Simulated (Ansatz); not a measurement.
Molecule: PN (charge +1, doublet). SMILES of the parent species: N#P

Atoms: N1, P2. Bonds: N1-P2.

Bond lengths (Å) and angles (degrees) optimised at PBE/6-31G* with Ansatz (a quantum-chemistry and plane-wave program); B3LYP/LANL2DZ with Ansatz; B3LYP/6-31G* with Ansatz, each started from the B3LYP-D3(BJ)/def2-TZVP structure (Ansatz) of the last column. A row stands for all coordinates that are equal there. 6-31G* holds six Cartesian d functions.

| coordinate | PBE/6-31G* | B3LYP/LANL2DZ | B3LYP/6-31G* | B3LYP-D3(BJ)/def2-TZVP |
|---|---|---|---|---|
| N1-P2 | 1.502 | 1.545 | 1.488 | 1.475 |

Mean signed difference of all 1 bond lengths from B3LYP-D3(BJ)/def2-TZVP: PBE/6-31G* 0.027 Å, B3LYP/LANL2DZ 0.071 Å, B3LYP/6-31G* 0.013 Å.
